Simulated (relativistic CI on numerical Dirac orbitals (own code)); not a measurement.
**How well does a small relativistic CI reproduce Xe VII?**

Method of calculation: Dirac-Coulomb-Breit CI, KLI orbitals optimised for each configuration, QED by a radiative potential, unscaled Slater integrals (own radial code, finite nucleus).

CI space (outside the closed core [Kr]): 4d10 5s2, 4d10 5s 5p, 4d10 5p2, 4d10 5s 5d, 4d10 4f2, 4d10 5d2, 4d10 5s 4f, 4d10 5s 5f, 4d10 4f 5p, 4d10 5p 5d, 4d10 5s 5g, 4d10 5s 6s, 4d10 5s 6p, 4d9 5s2 4f, 4d10 4f 5d, 4d10 5f2, 4d10 5p 5f, 4d10 5s 6d, 4d10 5g2, 4d10 5p 5g, 4d10 5s 7s, 4d10 5s 7p, 4d9 5s2 5p, 4d10 5s 6f, 4d10 4f 5f, 4d10 5s 7d, 4d10 5s 8s, 4d10 5d 5f, 4d10 4f 5g, 4d10 5d 5g. Double excitations out of closed p, d and f shells are left out; levels of such configurations are missing from the list, as are those of other unlisted configurations, and high levels can miss mixing partners. These lack a partner that the ground configuration has and come out too high: 4d9 5s2 4f, 4d9 5s2 5p.

| Configuration | Term (tabulated) | J | Measured (cm⁻¹) | Computed | Error | Purity (%) |
| --- | --- | --- | --- | --- | --- | --- |
| 4d10 5s2 | 1S | 0 | 0.0 | 0 | 0 | 97 |
| 4d10 5s 5p | 3P° | 0 | 96141.0 | 90113 | -6028 | 100 |
| 4d10 5s 5p | 3P° | 1 | 100451.0 | 94515 | -5936 | 97 |
| 4d10 5s 5p | 3P° | 2 | 113676.0 | 107262 | -6414 | 100 |
| 4d10 5s 5p | 1P° | 1 | 143259.0 | 140976 | -2283 | 94 |
| 4d10 5p2 | 3P | 0 | 223673.0 | 221669 | -2004 | 92 |
| 4d10 5p2 | 3P | 1 | 234685.0 | 231555 | -3130 | 100 |
| 4d10 5p2 | 1D | 2 | 236100.0 | 230318 | -5782 | 62 |
| 4d10 5p2 | 3P | 2 | 251853.0 | 246623 | -5230 | 74 |
| 4d10 5p2 | 1S | 0 | 273208.0 | 277482 | 4274 | 88 |
| 4d10 5s 5d | 3D | 1 | 287772.0 | 283048 | -4724 | 99 |
| 4d10 5s 5d | 3D | 2 | 288712.0 | 283949 | -4763 | 99 |
| 4d10 5s 5d | 3D | 3 | 290340.0 | 285457 | -4883 | 99 |
| 4d10 5s 5d | 1D | 2 | 307542.0 | 308040 | 498 | 76 |
| 4d10 5s 6s | 3S | 1 | 354833.0 | 348848 | -5985 | 100 |
| 4d10 5s 6s | 1S | 0 | 361671.0 | 358671 | -3000 | 100 |
| 4d10 5p 5d | 3F° | 2 | 393792.0 | 384024 | -9768 | 83 |
| 4d10 5s 6p | 3P° | 1 | 400893.0 | 394455 | -6438 | 85 |
| 4d10 5p 5d | 3F° | 3 | 401413.0 | 391489 | -9924 | 92 |
| 4d10 5s 6p | 1P° | 1 | 407802.0 | 403208 | -4594 | 79 |
| 4d10 5s 6p | 3P° | 2 | 408347.0 | 400385 | -7962 | 77 |
| 4d10 5p 5d | 3D° | 1 | 411022.0 | 406333 | -4689 | 61 |
| 4d10 5p 5d | 3F° | 4 | 412567.0 | 401726 | -10841 | 97 |
| 4d10 5p 5d | 3D° | 3 | 423028.0 | 417454 | -5574 | 90 |
| 4d10 5p 5d | 3P° | 1 | 424567.0 | 418345 | -6222 | 72 |
| 4d10 5p 5d | 1F° | 3 | 438428.0 | 435133 | -3295 | 66 |
| 4d10 5p 5d | 1P° | 1 | 441376.0 | 441432 | 56 | 87 |
| 4d10 5s 5f | 3F° | 2 | 462702.0 | 456101 | -6601 | 98 |
| 4d10 5s 5f | 3F° | 3 | 462791.0 | 456318 | -6473 | 98 |
| 4d10 5s 5f | 3F° | 4 | 463159.0 | 456616 | -6543 | 97 |
| 4d10 5s 5f | 1F° | 3 | 467700.0 | 463786 | -3914 | 73 |
| 4d10 5s 6d | 3D | 1 | 475990.0 | 468609 | -7381 | 99 |
| 4d10 5s 6d | 3D | 2 | 476220.0 | 468970 | -7250 | 99 |
| 4d10 5s 6d | 3D | 3 | 476800.0 | 469637 | -7163 | 100 |
| 4d10 5s 7s | 3S | 1 | 506230.0 | 494861 | -11369 | 100 |
| 4d10 5s 7p | 3P° | 0 | 527070.0 | 517309 | -9761 | 100 |
| 4d10 5s 7p | 3P° | 1 | 527500.0 | 517651 | -9849 | 82 |
| 4d10 5s 7p | 3P° | 2 | 529340.0 | 520502 | -8838 | 97 |
| 4d9 5s2 5p | 1P° | 1 | 539264.0 | 544734 | 5470 | 84 |
| 4d9 5s2 5p | 3D° | 1 | 549828.0 | 556072 | 6244 | 69 |
| 4d9 5s2 4f | 3P° | 1 | 650080.0 | 656679 | 6599 | 98 |
| 4d9 5s2 4f | 3D° | 1 | 683150.0 | 687894 | 4744 | 98 |

Measured levels from Saloman, J. Phys. Chem. Ref. Data 33, 765 (2004); pairs were made by configuration, J and term (by order where the table uses no LS term), so strongly mixed levels may be paired wrongly.

Mean error by configuration (cm⁻¹): 4d10 5s 5p -5165; 4d10 5p2 -2375; 4d10 5s 5d -3468; 4d10 5s 6s -4493; 4d10 5p 5d -6282; 4d10 5s 6p -6332; 4d10 5s 5f -5883; 4d10 5s 6d -7265; 4d10 5s 7s -11369; 4d10 5s 7p -9483; 4d9 5s2 5p 5857; 4d9 5s2 4f 5671. Over the excited levels the mean absolute error is 5915 cm⁻¹ (41 of the 47 excited levels that our extract of the source holds in range could be paired, and the others can miss by more), and the median relative error of those above 1,000 cm⁻¹ is 1.6 %.
